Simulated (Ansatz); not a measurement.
Molecule: sum formula BClF, charge 0, multiplicity 2. It need not be the lowest isomer of its formula. 
Structure (B3LYP-D3(BJ)/def2-TZVP (Ansatz, an electronic-structure program) minimum search):
```xyz
3

B     -0.7807    -0.2385     0.0033
F     -1.3715     0.9238     0.0097
Cl     0.9557    -0.4189    -0.0061
```
Charge 0, spin multiplicity 2.

Basis-set convergence of Hartree-Fock and CCSD correlation energies (hartree) with Ansatz. Cores are frozen in the correlated levels unless marked. UHF or UKS for open shells. No spin-orbit coupling. Non-relativistic.

```
basis        functions       E(HF)  E(corr, CCSD)
-----------  ---------  ----------  -------------
cc-pV(D+d)Z         51  -583.66751       -0.40225
cc-pV(T+d)Z         99  -583.72856       -0.52706
cc-pV(Q+d)Z        174  -583.74222       -0.57115
```

Extrapolating the two largest sets (X = 3 and 4) as X^-3: E(corr) = (64·(-0.57115) - 27·(-0.52706))/37 = -0.6033 Eh, an estimate of the basis-set limit. The largest set recovers 94.7 % of it, the smallest 66.7 %.
